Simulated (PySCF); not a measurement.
UHF on B⁺ (boron, charge +1)

Configuration: [He] 2s2, closed-shell 1S. Computed with PySCF 2.14 in aug-cc-pVDZ (4s3p2d, 23 functions), with the non-relativistic Hamiltonian (point nucleus).

* Total energy: -24.235014 hartree
* One-electron energy: -30.3254 hartree
* Hartree (Coulomb) energy: 9.5737 hartree
* Exchange energy: -3.4833 hartree
* Kinetic energy: 24.11884 hartree
* ⟨S²⟩: 0.0000
* ⟨L²⟩: 0.000
* Sum of ⟨r⟩: 4.272 bohr
* Sum of ⟨r²⟩: 8.053 bohr²
* Density at the nucleus (Gaussians lack the cusp): 69.2 bohr⁻³
* Langevin diamagnetic susceptibility: -6.38 ×10⁻⁶ cm³/mol
* Time after the integrals: 0.04 s of wall time on 1 thread of Neoverse-V1 (shared host)

```csv
shell,electrons,mean orbital energy (eV),"rms radius, mean of both spins (bohr)"
1s,2,-223.08,0.378
2s,2,-23.793,1.97
```
